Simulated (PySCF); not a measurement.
SMILES Cl[B]Cl, doublet (B3LYP/def2-SVP optimised geometry):

```
3

Cl    -1.367     0.710     0.000
B     -0.369    -0.710     0.000
Cl     1.367    -0.710     0.000
```

Calculation: unrestricted B3LYP/def2-TZVP (PySCF).

Q: What are the frontier orbital energies (α orbitals alone; a β orbital can be the lowest empty one) and the dipole moment?

A: HOMO-2 -9.65 eV, HOMO-1 -9.38 eV, HOMO -6.22 eV, LUMO -2.15 eV, LUMO+1 1.32 eV; dipole moment 0.27 D.

On the same geometry unrestricted PBE/def2-TZVP (PySCF 2.14.0) gives HOMO-2 -8.59 eV, HOMO-1 -8.25 eV, HOMO -5.20 eV, LUMO -2.99 eV, LUMO+1 0.57 eV; dipole moment 0.39 D.

Meta-Löwdin charges at B3LYP/def2-TZVP: Cl1 0.00, B2 -0.01, Cl3 0.00.
